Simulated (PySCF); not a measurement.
Gas-phase reaction: As + 3 H2O ⇌ AsH3 + 3 OH

Method: PySCF energies plus ideal-gas RRHO corrections (1 bar). † marks an energy on the PBE0/def2-TZVP geometry and frequencies; other levels use their own. MP2 freezes the core. 6-31G* has spherical d functions here. Open shells (unrestricted): As (multiplicity 4), OH (multiplicity 2); the rest are closed-shell singlets. Spin-orbit splitting is ignored; it lowers the true energy and changes the entropy of OH. B3LYP is the form with VWN-RPA correlation. As: all electrons, no relativistic terms. MP2 isn't extrapolated to the basis-set limit.

```json
[
 {"level": "B3LYP/6-31G*", "ΔH°(298 K), kJ": "…"},
 {"level": "BLYP/def2-TZVP†", "ΔH°(298 K), kJ": "…"},
 {"level": "HF/def2-TZVP†", "ΔH°(298 K), kJ": "…"},
 {"level": "M06-2X/def2-TZVP†", "ΔH°(298 K), kJ": "611"},
 {"level": "MP2/def2-SVP†", "ΔH°(298 K), kJ": "635"},
 {"level": "PBE/def2-SVP", "ΔH°(298 K), kJ": "561"},
 {"level": "PBE0/def2-QZVP†", "ΔH°(298 K), kJ": "578"},
 {"level": "PBE0/def2-TZVP", "ΔH°(298 K), kJ": "…"},
 {"level": "r2SCAN/def2-TZVP†", "ΔH°(298 K), kJ": "539"},
 {"level": "ωB97X-V/def2-TZVP†", "ΔH°(298 K), kJ": "538"}
]
```

Task: What belongs in the gaps?

Result: 
- B3LYP/6-31G*, ΔH°(298 K), kJ: 493
- BLYP/def2-TZVP†, ΔH°(298 K), kJ: 547
- HF/def2-TZVP†, ΔH°(298 K), kJ: 413
- PBE0/def2-TZVP, ΔH°(298 K), kJ: 558
